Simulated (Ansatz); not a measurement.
Geometry optimisation, RKS PBE0-D4/def2-SVP in Ansatz.

input.yaml

```yaml
crystal:
  periodic: [false, false, false]
  atoms:
    - { symbol: B, position_ang: [-1.246083, 0.076973, 0.565801] }
    - { symbol: C, position_ang: [1.641556, -0.188951, 0.388387] }
    - { symbol: O, position_ang: [-1.635404, -0.908465, -0.237284] }
    - { symbol: C, position_ang: [-1.389178, 0.376489, -0.959976] }
    - { symbol: H, position_ang: [0.783797, 0.347221, -0.002386] }
    - { symbol: H, position_ang: [-1.115883, 0.275316, 1.736662] }
    - { symbol: H, position_ang: [2.440816, 0.535265, 0.600838] }
    - { symbol: H, position_ang: [1.986189, -0.909689, -0.365083] }
    - { symbol: H, position_ang: [1.382914, -0.724479, 1.311115] }
    - { symbol: H, position_ang: [-0.542014, 0.312513, -1.656948] }
    - { symbol: H, position_ang: [-2.30671, 0.807809, -1.381326] }
basis:
  gaussian: { orbitals: def2-SVP }
hamiltonian:
  xc: pbe0
  dispersion: d4
relax:
  f_tol: 0.03
  max_steps: 50
output:
  orbitals: {}
```

Command:

```bash
$ ansatz run input.yaml --threads 2 --pin off --max-ram 3072MiB --backend cpu --events-out ev --progress --plain --runs-dir out
```

Task: Where does it end, and by what steps?

Result: It converged. The force dipped under the threshold on the way, but the program's further checks kept it going. After 17 steps the energy has fallen by 0.145 eV; H5 moved furthest, 0.87 Å.

| step | energy less start (eV) | largest force component (eV/Å) | accepted |
| --- | --- | --- | --- |
| 0 | 0.0000 | 1.140 | yes |
| 1 | -0.0939 | 0.570 | yes |
| 2 | -0.1208 | 0.161 | yes |
| 3 | -0.0944 | 0.637 | no |
| 4 | -0.1275 | 0.069 | yes |
| 5 | -0.1312 | 0.096 | yes |
| 6 | -0.1301 | 0.332 | no |
| 7 | -0.1346 | 0.028 | yes |
| 8 | -0.1367 | 0.086 | yes |
| 9 | -0.1376 | 0.228 | yes |
| 10 | -0.1407 | 0.075 | yes |
| 11 | -0.1418 | 0.045 | yes |
| 12 | -0.1419 | 0.167 | yes |
| 13 | -0.1432 | 0.040 | yes |
| 14 | -0.1435 | 0.013 | yes |
| 15 | -0.1436 | 0.125 | yes |
| 16 | -0.1443 | 0.022 | yes |
| 17 | -0.1446 | 0.019 | yes |

```xyz
11
Properties=species:S:1:pos:R:3
B -1.528 0.039 0.487
C 1.849 -0.145 0.458
O -1.476 -0.990 -0.348
C -1.558 0.348 -0.998
H 1.435 0.854 0.260
H -1.539 0.217 1.669
H 2.939 -0.115 0.323
H 1.408 -0.874 -0.234
H 1.617 -0.439 1.491
H -0.653 0.606 -1.560
H -2.494 0.499 -1.549
```

The run took 30 s on 2 threads of Arm Neoverse V2, with other jobs on the host, peak memory 0.17 GiB.
